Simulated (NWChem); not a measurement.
System: BSiH4O3F; SMILES OB(O)O[SiH2]F

Here is an NWChem input.

```
start job
memory heap 200 mb stack 900 mb global 1100 mb
geometry units angstroms noautosym nocenter noautoz
  Si    -0.218810    -1.377618    -0.465577
  F      0.210669    -2.209742     0.870828
  O      0.491874     0.121586    -0.437288
  B      0.102557     1.379011     0.040586
  O      1.039428     2.368282     0.136528
  O     -1.179088     1.684606     0.414131
  H     -1.715984    -1.237802    -0.435475
  H      0.282843    -2.116632    -1.658823
  H      1.911840     2.035726    -0.136438
  H     -1.799250     0.945938     0.293272
end
basis spherical
  Si library 6-31g*
  F library 6-31g*
  O library 6-31g*
  B library 6-31g*
  H library 6-31g*
end
dft
  xc hfexch
  iterations 150
  mulliken
end
task dft energy
esp
  recalculate
  probe 0.07
  range 0.3
  factor 1.0
  spacing 0.02
end
task esp
```

Parts of the log:

```
             Northwest Computational Chemistry Package (NWChem) 7.3.0
             --------------------------------------------------------

                             Geometry "geometry" -> ""
                             -------------------------

 Output coordinates in angstroms (scale by  1.889725989 to convert to a.u.)

  No.       Tag          Charge          X              Y              Z
 ---- ---------------- ---------- -------------- -------------- --------------
    1 Si                  14.0000    -0.21881000    -1.37761800    -0.46557700
    2 F                    9.0000     0.21066900    -2.20974200     0.87082800
    3 O                    8.0000     0.49187400     0.12158600    -0.43728800
    4 B                    5.0000     0.10255700     1.37901100     0.04058600
    5 O                    8.0000     1.03942800     2.36828200     0.13652800
    6 O                    8.0000    -1.17908800     1.68460600     0.41413100
    7 H                    1.0000    -1.71598400    -1.23780200    -0.43547500
    8 H                    1.0000     0.28284300    -2.11663200    -1.65882300
    9 H                    1.0000     1.91184000     2.03572600    -0.13643800
   10 H                    1.0000    -1.79925000     0.94593800     0.29327200

 Effective nuclear repulsion energy (a.u.)     296.5125109023

  xc_inp: hfexch multiplicative factor not found.

                                 NWChem DFT Module
                                 -----------------

 Summary of "ao basis" -> "ao basis" (spherical)
 ------------------------------------------------------------------------------
       Tag                 Description            Shells   Functions and Types
 ---------------- ------------------------------  ------  ---------------------
 Si                          6-31g*                  8       18   4s3p1d
 F                           6-31g*                  6       14   3s2p1d
 O                           6-31g*                  6       14   3s2p1d
 B                           6-31g*                  6       14   3s2p1d
 H                           6-31g*                  2        2   2s

            General Information
            -------------------
          SCF calculation type: DFT
          Wavefunction type:  closed shell.
          No. of atoms     :    10
          No. of electrons :    56
           Alpha electrons :    28
            Beta electrons :    28
          Charge           :     0
          Spin multiplicity:     1
          Use of symmetry is: off; symmetry adaption is: off
          Maximum number of iterations: 150
          AO basis - number of functions:    96
                     number of shells:    46
          Convergence on energy requested:  1.00D-06
          Convergence on density requested:  1.00D-05
          Convergence on gradient requested:  5.00D-04

              XC Information
              --------------
                     Hartree-Fock (Exact) Exchange  1.000

      Superposition of Atomic Density Guess
      -------------------------------------

 Sum of atomic energies:        -638.97171489

      Non-variational initial energy
      ------------------------------

 Total energy =    -640.882673
 1-e energy   =   -1473.468969
 2-e energy   =     536.073785
 HOMO         =      -0.394771
 LUMO         =       0.057166

     ---------------------------------------------
      Total Density - Mulliken Population Analysis
     ---------------------------------------------

    Atom       Charge   Shell Charges
 -----------   ------   -------------------------------------------------------
    1 Si  14    12.73   2.00  2.00  5.97  0.84  1.20  0.25  0.26  0.21
    2 F    9     9.62   2.00  0.95  3.47  1.00  2.19  0.01
    3 O    8     8.89   2.00  0.92  3.14  0.88  1.93  0.01
    4 B    5     3.90   2.00  0.49  0.98  0.16  0.11  0.16
    5 O    8     8.89   2.00  0.93  3.12  0.89  1.94  0.01
    6 O    8     8.90   2.00  0.93  3.12  0.90  1.95  0.01
    7 H    1     1.09   0.46  0.62
    8 H    1     1.08   0.47  0.61
    9 H    1     0.45   0.35  0.11
   10 H    1     0.46   0.35  0.11

   convergence    iter        energy       DeltaE   RMS-Dens  Diis-err
 ---------------- ----- ----------------- --------- --------- ---------
 d= 0,ls=0.0,diis     1   -640.0813210462 -9.37D+02  8.17D-03  1.23D+00
 d= 0,ls=0.0,diis     2   -640.1880792742 -1.07D-01  2.74D-03  3.39D-01
 d= 0,ls=0.0,diis     3   -640.2177464473 -2.97D-02  7.39D-04  6.41D-03
 d= 0,ls=0.0,diis     4   -640.2187510188 -1.00D-03  1.55D-04  1.92D-04
 d= 0,ls=0.0,diis     5   -640.2187857421 -3.47D-05  3.49D-05  2.06D-05
  Resetting Diis
 d= 0,ls=0.0,diis     6   -640.2187882988 -2.56D-06  1.57D-05  2.12D-06
 d= 0,ls=0.0,diis     7   -640.2187887012 -4.02D-07  2.80D-06  7.47D-08

         Total DFT energy =     -640.218788701205
      One electron energy =    -1477.050878786366
           Coulomb energy =      601.080714945746
    Exchange-Corr. energy =      -60.761135762914
 Nuclear repulsion energy =      296.512510902330

 Numeric. integr. density =        0.000000000000

                       DFT Final Molecular Orbital Analysis
                       ------------------------------------

 Vector   26  Occ=2.000000D+00  E=-5.217370D-01
              MO Center=  6.0D-02,  6.4D-01, -1.5D-01, r^2= 2.9D+00
   Bfn.  Coefficient  Atom+Function         Bfn.  Coefficient  Atom+Function
  ----- ------------  ---------------      ----- ------------  ---------------
    37      0.375780   3 O  pz               79     -0.318677   6 O  pz
    41      0.314165   3 O  pz               35      0.251475   3 O  px
    83     -0.248048   6 O  pz               39      0.203067   3 O  px
    64      0.181508   5 O  py               68      0.133078   5 O  py
    65     -0.131084   5 O  pz               69     -0.101973   5 O  pz

 Vector   27  Occ=2.000000D+00  E=-5.017482D-01
              MO Center=  1.8D-01,  2.0D+00,  2.2D-01, r^2= 2.0D+00
   Bfn.  Coefficient  Atom+Function         Bfn.  Coefficient  Atom+Function
  ----- ------------  ---------------      ----- ------------  ---------------
    65      0.461286   5 O  pz               69      0.369911   5 O  pz
    79     -0.361660   6 O  pz               83     -0.294605   6 O  pz
    64     -0.145491   5 O  py               78      0.129159   6 O  py
    68     -0.115781   5 O  py               82      0.106318   6 O  py
    63      0.095988   5 O  px               77     -0.085111   6 O  px

 Vector   28  Occ=2.000000D+00  E=-4.929986D-01
              MO Center= -4.2D-01, -1.1D+00, -6.7D-01, r^2= 3.1D+00
   Bfn.  Coefficient  Atom+Function         Bfn.  Coefficient  Atom+Function
  ----- ------------  ---------------      ----- ------------  ---------------
    90      0.339869   7 H  s                92     -0.289091   8 H  s
    35      0.265388   3 O  px                7     -0.261896   1 Si px
    89      0.222112   7 H  s                39      0.215756   3 O  px
    91     -0.197795   8 H  s                 9      0.145281   1 Si pz
    37     -0.131916   3 O  pz               21      0.119861   2 F  px

 Vector   29  Occ=0.000000D+00  E= 1.407959D-01
              MO Center= -4.2D-01, -1.4D+00, -7.0D-01, r^2= 5.0D+00
   Bfn.  Coefficient  Atom+Function         Bfn.  Coefficient  Atom+Function
  ----- ------------  ---------------      ----- ------------  ---------------
    12      1.137458   1 Si py               13     -0.451731   1 Si pz
    38     -0.381974   3 O  s                24      0.354169   2 F  s
    10      0.323270   1 Si s                54      0.299848   4 B  py
    66     -0.233374   5 O  s                96      0.179558  10 H  s
    52     -0.170081   4 B  s                80     -0.161449   6 O  s

[...]

                     NWChem Electrostatic Potential Fit Module
                     -----------------------------------------

 Atom parameters

 Number of atoms is                                   10
 Number of basis functions is                         96

 Grid parameters

 Maximum number of grid points is                  41838
 Number of grid points is                          41837
 Grid range                                     0.300000 nm
 Grid spacing                                   0.020000 nm
 Probe radius                                   0.070000 nm
 Atom radius factor                             1.000000

 Atomic radii

    1    0.100000
    5    0.158000
    8    0.136000
    9    0.128000
   14    0.187000
 FASTESP  F
  using M.O. file = ./job.movecs

    Atom              Coordinates                           Charge

                                                  ESP

    1 Si   -0.021881   -0.137762   -0.046558    1.019628
    2 F     0.021067   -0.220974    0.087083   -0.365824
    3 O     0.049187    0.012159   -0.043729   -0.705036
    4 B     0.010256    0.137901    0.004059    1.027201
    5 O     0.103943    0.236828    0.013653   -0.729931
    6 O    -0.117909    0.168461    0.041413   -0.742907
    7 H    -0.171598   -0.123780   -0.043548   -0.191111
    8 H     0.028284   -0.211663   -0.165882   -0.150965
    9 H     0.191184    0.203573   -0.013644    0.418250
   10 H    -0.179925    0.094594    0.029327    0.420695
                                            ------------
                                                0.000000

 Dipole moment                                  1.204310

 Quadrupole moment Qxx                         14.395894
                   Qyy                        -16.495155
                   Qzz                          2.099261

 RMS deviation kJ/mol                           0.050568

 RRMS %                                        16.532364
```

Level: Hartree-Fock/6-31G* (spherical d). Coordinates come from a PBE-D3(BJ)/def2-SVP optimisation.
